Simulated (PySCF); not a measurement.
## Spinor energies of Zr³⁺ (zirconium, charge +3)

Start: [Kr] 5p1; 5p3/2 filled at m_j = +3/2. Calculated with PySCF 2.14 in x2c-SVPall-2c with one added diffuse shell each of s, p, d type (7s9p7d1f, 76 functions): generalised Hartree-Fock with the X2C-1e Hamiltonian and a Gaussian nucleus; one run each with spin-orbit coupling (SO) switched off, then screened by Boettger's factors. This is a chosen level, not necessarily the ground level.

```csv
spinor shell,electrons,"ε, spin-free (eV)","ε, screened SO (eV)",weight of nominal j (screened SO),"rms radius, screened SO (bohr)"
1s1/2,2,-18128.8,-18128.1,1.000,0.0426
2s1/2,2,-2612.4,-2612.2,1.000,0.176
2p1/2,2,-2327.9,-2387.2,1.000,0.154
2p3/2,4,-2327.9,-2299.9,1.000,0.158
3s1/2,2,-487.43,-487.42,1.000,0.487
3p1/2,2,-391.87,-401.73,1.000,0.489
3p3/2,4,-391.87,-387.25,1.000,0.499
3d3/2,4,-234.64,-236.19,1.000,0.493
3d5/2,6,-234.64,-233.62,1.000,0.497
4s1/2,2,-100.21,-100.24,1.000,1.28
4p1/2,2,-71.947,-73.302,0.996,1.40
4p3/2,4,-71.947,-71.356,0.998,1.42
5p3/2,1,-23.348,-23.248,1.000,3.65
```

```csv
quantity,spin-free,screened SO
E (hartree),-3593.87072,-3594.19691
M_J,3/2,3/2
⟨J²⟩,3.750,3.750
⟨L²⟩,2.000,2.006
⟨S²⟩,0.750,0.756
```

Each row is a mean over spinors that exchange with the open shell spreads, by up to 0.550 eV (4p3/2).

Breit and QED terms are absent; they matter most for the inner s and p1/2 levels.

Densities and radii are taken from the X2C orbitals without a picture-change correction, which distorts them close to the nucleus.

Without spin-orbit coupling the j labels of p, d and f shells carry no meaning; the spin-free column gives the mean over the occupied spinors of each nl shell.
